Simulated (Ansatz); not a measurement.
Saddle point of InHCl2, singlet (InCl + HCl → InCl + HCl; bonds formed: In1–Cl4, Cl2–H3; bonds broken: In1–Cl2, H3–Cl4), PBE0-D4/def2-TZVP structure:

```
4
angstrom
In 1.5362 0.4278 -0.7527
Cl -1.0091 -0.4671 -1.1627
H -0.6740 -0.1877 0.3298
Cl 0.1470 0.2270 1.5857
```

Energies are electronic, without zero-point energy. Barriers and step energies count from the start structure reached by relaxing down the imaginary mode; all methods use the PBE0-D4 structures, on which another method's saddle can fall below an end. Ansatz 0.2.0; basis: def2-TZVPP, with def2-QZVPP for the basis limit; cores frozen in the correlated methods. Filled d shells of the heavier atoms are correlated. Core potentials replace the inner electrons of the atoms past krypton. The def2 sets are not built for correlating such inner shells, so the correlated values are less sure here. B3LYP uses VWN-RPA correlation. Extrapolation: Hartree–Fock as exp(−7.88 √X), correlation as X^−2.97.

```json
{"method": "SPW92", "barrier (eV)": "?", "step energy (eV)": "0.000"}
{"method": "PBE-D4", "barrier (eV)": "0.013", "step energy (eV)": "0.000"}
{"method": "BLYP-D4", "barrier (eV)": "0.098", "step energy (eV)": "0.000"}
{"method": "r2SCAN-D4", "barrier (eV)": "0.035", "step energy (eV)": "0.000"}
{"method": "B97M-V", "barrier (eV)": "0.151", "step energy (eV)": "0.000"}
{"method": "PBE0-D4", "barrier (eV)": "0.090", "step energy (eV)": "0.000"}
{"method": "B3LYP-D4", "barrier (eV)": "0.150", "step energy (eV)": "0.000"}
{"method": "r2SCAN0-D4", "barrier (eV)": "0.101", "step energy (eV)": "0.000"}
{"method": "BHLYP-D4", "barrier (eV)": "0.250", "step energy (eV)": "0.000"}
{"method": "CAM-B3LYP-D4", "barrier (eV)": "0.185", "step energy (eV)": "0.000"}
{"method": "wB97X-V", "barrier (eV)": "?", "step energy (eV)": "0.000"}
{"method": "wB97M-V", "barrier (eV)": "0.188", "step energy (eV)": "0.000"}
{"method": "B2PLYP", "barrier (eV)": "0.168", "step energy (eV)": "0.000"}
{"method": "PBE-QIDH", "barrier (eV)": "0.151", "step energy (eV)": "0.000"}
{"method": "RPA on PBE", "barrier (eV)": "?", "step energy (eV)": "0.000"}
{"method": "HF", "barrier (eV)": "0.476", "step energy (eV)": "0.000"}
{"method": "MP2", "barrier (eV)": "0.162", "step energy (eV)": "0.000"}
{"method": "CCSD", "barrier (eV)": "0.283", "step energy (eV)": "0.000"}
{"method": "CCSD(T)", "barrier (eV)": "0.229", "step energy (eV)": "0.000"}
```

Q: Fill in the withheld barriers. (An estimate is asked for; the value comes from the calculation.)

A: By the calculation: wB97X-V 0.193; RPA on PBE 0.215; SPW92 -0.109 eV. Each is the energy of the saddle less that of the start structure, by the same method.

For comparison, the barrier by CCSD(T) at an estimated basis limit (MP2 extrapolated from triple and quadruple zeta, plus CCSD(T) − MP2 in triple zeta) is 0.177 eV.

T1 diagnostic: at most 0.014.

For scale, one of the runs: CCSD(T)/def2-TZVPP, 148 basis functions, launched by `ansatz run in.yaml --threads 2 --pin off --events-out ev --progress --plain --max-ram 4352MiB`. Hardware: 2 CPU threads of an Arm Neoverse V2, shared host. Wall time 31 s; peak host memory 0.98 GiB.
